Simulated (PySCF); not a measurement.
Here is a computed GFN2-xTB geometry (Å):
```
atom  x, y, z in Å
C1    -0.711    2.795    0.397
C2    -0.655    1.755   -0.192
C3    -0.598    0.477   -0.862
C4    -1.841   -0.432   -0.693
C5    -0.950   -1.529   -0.060
C6    -1.302   -1.895    1.284
N7    -1.590   -2.156    2.359
C8     0.227   -0.582   -0.162
C9     1.471   -0.644    0.268
C10    2.460    0.464    0.100
F11    3.657   -0.027   -0.371
H12   -0.759    3.717    0.895
H13   -0.304    0.625   -1.907
H14   -2.326   -0.726   -1.621
H15   -2.581   -0.026   -0.007
H16   -0.844   -2.435   -0.662
H17    1.839   -1.527    0.773
H18    2.680    0.937    1.065
H19    2.116    1.219   -0.612
```

Neutral, closed shell.

Question: Which heavy atoms are bonded, and with what formal order?

Answer: C1–C2 1.20 Å (triple); C2–C3 1.44 Å (single); C3–C4 1.55 Å (single); C4–C5 1.55 Å (single); C5–C6 1.44 Å (single); C6–N7 1.14 Å (triple); C5–C8 1.51 Å (single); C8–C9 1.32 Å (double); C9–C10 1.49 Å (single); C10–F11 1.38 Å (single); C3–C8 1.51 Å (single). Bonds to hydrogen (Å): C1–H12 1.05; C3–H13 1.09; C4–H14 1.09; C4–H15 1.09; C5–H16 1.09; C9–H17 1.08; C10–H18 1.10; C10–H19 1.09.

Question: Which species is it?

Answer: `C#C[C@@H]1C[C@H](C#N)/C1=C/CF`, C9H8FN. Among its features: nitrile, alkyne, C=C double bond, C–F bond and cyclobutane ring.

Question: Name the point group.

Answer: C1 (no symmetry element, even within 0.4 Å).

Question: Which rings does it hold (smallest set)?

Answer: C3–C4–C5–C8 (4 members, 0.02 Å rms from planarity).

Question: Describe the place of each heavy atom.

Answer: C1: terminal alkyne carbon; C2: alkyne carbon; C3: allylic carbon; C4: four-membered-ring carbon; C5: sp3 carbon next to a nitrile; C6: nitrile carbon; N7: nitrile nitrogen; C8: fully substituted alkene carbon; C9: alkene CH carbon; C10: sp3 C–F carbon; F11: alkyl fluorine.

Question: What is the arrangement about C5?

Answer: It has 4 neighbours (C4, C6, C8, H16) and has angles from 88.6° to 115.0°.

Question: What is the arrangement about C9?

Answer: It has 3 neighbours (C8, C10, H17) and is planar (angles 123.6°, 120.8° and 115.6°, sum 360.0°, 0.00 Å off the plane of its three neighbours).
